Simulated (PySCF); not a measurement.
Labels have come off several samples. The candidates:

A. SMILES [Si@H]([SiH2]C)(N)C#N
B. SMILES CN([SiH3])[SiH2]C#N
C. SMILES C#C[Si@H](N)N[SiH3]

Spectrum 1. ¹H NMR (300 MHz, computed): δ 4.98 (s, 2H), 4.68 (s, 3H), 3.00 (s, 3H). ¹³C{¹H} NMR (computed): δ 124.1 (C), 36.1 (CH3).

Spectrum 2. ¹H NMR (300 MHz, computed): δ 4.96 (d, 1H), 4.81 (s, 3H), 1.91 (d, 1H), 0.53 (br s, 2H), -0.25 (br s, 1H). ¹³C{¹H} NMR (computed): δ 99.5 (CH), 92.6 (C).

Spectrum 3. ¹H NMR (300 MHz, computed): δ 5.43 (m, 1H), 3.92 (m, 1H), 3.91 (m, 1H), 0.49 (m, 3H), 0.22 (br s, 2H). ¹³C{¹H} NMR (computed): δ 125.9 (C), -11.1 (CH3).

- GFN2-xTB structure
- NMR shieldings at PBE0/pcSseg-1/GIAO
- code: PySCF 2.14.0 with density-fitted response routines
- one computed conformer, no solvent model, fast rotation and ring inversion assumed for equivalent nuclei, relativity neglected

References, each an isolated molecule treated in the same way: ¹H (σref 31.72), ¹³C (σref 186.93) vs TMS. Where no couplings were computed, multiplicities follow the n + 1 count of equivalent neighbours, and m marks all less simple cases (inequivalent or close neighbours, rings, F or P nearby). Shifts are as computed. Against solution values, carbons near 30 ppm lie about +3 ppm off and those near 130 ppm about +5 ppm. Of 1309 compounds with measured shifts, 239 miss one by over three times the rms of a fit or turn the order of signals round; such compounds aren't used in these exercises. OH and NH positions are gas-phase values without hydrogen bonding to other molecules.

Q: Match each spectrum to its structure.

A: 1–B, 2–C, 3–A.

- Spectrum 1 (B): 2 ¹³C signals; δC 124.1 is a nitrile carbon; δC 36.1 is a methyl carbon bonded to N.
- Spectrum 2 (C): 2 ¹³C signals; δC 99.5 is a terminal alkyne carbon; δC 92.6 is an alkyne carbon.
- Spectrum 3 (A): 2 ¹³C signals; δC 125.9 is a nitrile carbon; δC -11.1 is a methyl carbon bonded to Si.
